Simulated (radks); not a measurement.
Sr III, 36 electrons, occupied as [Kr]. Calculated with a radial shooting solver on a logarithmic mesh with Libxc functionals: scalar-relativistic Kohn-Sham, BLYP, spin-polarised, spherical densities, finite nucleus; Fermi nuclear charge, rms radius 4.224 fm. Some entries of the table are withheld. Estimate them.

orbital,occ.,eigenvalue (eV),<1/r> (bohr^-1),<r> (bohr)
1s,2,(1),38.99,(2)
2s,2,-2172.415,8.702,(3)
2p,6,-1932.195,8.498,0.1504
3s,2,-347.4670,2.917,(4)
3p,6,-269.9720,2.762,(5)
3d,10,-141.9467,2.508,(6)
4s,2,-54.5557,0.9956,1.351
4p,6,-36.3281,0.8562,1.551
5s,0,-13.9129,0.3678,3.506
4d,0,-13.3118,0.5271,2.477

Answer. 
(1) 1s eigenvalue (eV): -15954.53
(2) 1s <r> (bohr): 0.03916
(3) 2s <r> (bohr): 0.1725
(4) 3s <r> (bohr): 0.4922
(5) 3p <r> (bohr): 0.4986
(6) 3d <r> (bohr): 0.4983
